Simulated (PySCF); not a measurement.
Compound: C₅H₁₁NP₂.
Numbering: `[CH3:1][P:2]([CH2:3][PH2:4])[CH2:5][CH2:6][C:7]#[N:8]` (hydrogens: H9, H10, H11 on C1; H12, H13 on C3; H14, H15 on P4; H16, H17 on C5; H18, H19 on C6)

Structure used (PBE0-D3(BJ)/def2-SVP), in Å, numbered top down from 1:
```xyz
19
C5H11NP2 angstrom
C     -0.0313   -2.1546    0.3168
P     -0.1778   -0.6424   -0.7371
C     -1.8279   -0.0254   -0.1454
P     -2.2596    1.6042   -0.9524
C      0.9095    0.5227    0.2238
C      2.3928    0.2980   -0.0756
C      3.2590    1.2018    0.6722
N      3.9316    1.9215    1.2794
H     -0.7567   -2.9069   -0.0281
H      0.9718   -2.5939    0.2039
H     -0.2138   -1.9451    1.3835
H     -1.8124    0.1281    0.9479
H     -2.5771   -0.8007   -0.3677
H     -3.6157    1.6702   -0.5078
H     -2.6062    1.0800   -2.2344
H      0.7156    0.4271    1.3059
H      0.6235    1.5465   -0.0676
H      2.5916    0.4323   -1.1516
H      2.6956   -0.7337    0.1698
```

Theory: PySCF, TDDFT B3LYP/def2-SVPD, vertical, gas phase, core orbitals frozen in the response.

Transition dipole moments from the ground state, in atomic units and in the frame of the coordinates above (overall signs are arbitrary), for the states with f of 0.002 or more among the lowest 7:

```
state  E (eV)      μx      μy      μz
   S1   5.843  -0.286   0.184   0.069
   S2   5.934   0.345   0.551  -0.105
   S3   6.039  -0.533   0.224  -0.173
   S4   6.215   0.641  -0.178   0.203
   S5   6.400  -0.096  -0.029   0.334
   S6   6.592   0.279   0.276  -0.090
   S7   6.678  -0.057   0.217  -0.097
```

Task: What oscillator strength does each state have?

Result: f = (2/3) ΔE |μ|² with ΔE in hartree (27.2114 eV).

```
state  |μ|² (au)  |μ| (D)      f
   S1      0.120     0.88  0.017
   S2      0.433     1.67  0.063
   S3      0.364     1.53  0.054
   S4      0.484     1.77  0.074
   S5      0.121     0.89  0.019
   S6      0.162     1.02  0.026
   S7      0.060     0.62  0.010
```

Task: Which bond between heavy atoms lies closest to the direction of the S4 transition dipole?

Result: C5–C6, at 29° from it; next P2–C3 at 36°.

Task: What angle do the transition dipoles of S4 and S5 make?

Result: |cos θ| = |μa·μb| / (|μa| |μb|) = 0.05, so θ ≈ 87° (taken between 0 and 90°, since the signs are arbitrary).

Task: How is the summed strength of these states shared among x, y and z?

Result: (2/3) Σ ΔE μα² gives 0.148 for x, 0.081 for y and 0.033 for z, 0.263 in all.

Task: What peak molar absorption coefficient would the strongest computed level give as a lone Gaussian band 0.4 eV wide at half height?

Result: ε(max) = 2.175×10⁸ f / FWHM, with the width in cm⁻¹. S4: 2.175×10⁸ × 0.0738 / 3226 ≈ 5000 L mol⁻¹ cm⁻¹.

The vertical ionisation energy (ΔSCF) is 8.86 eV, 2.18 eV above S7.

One conformer stands for the species.
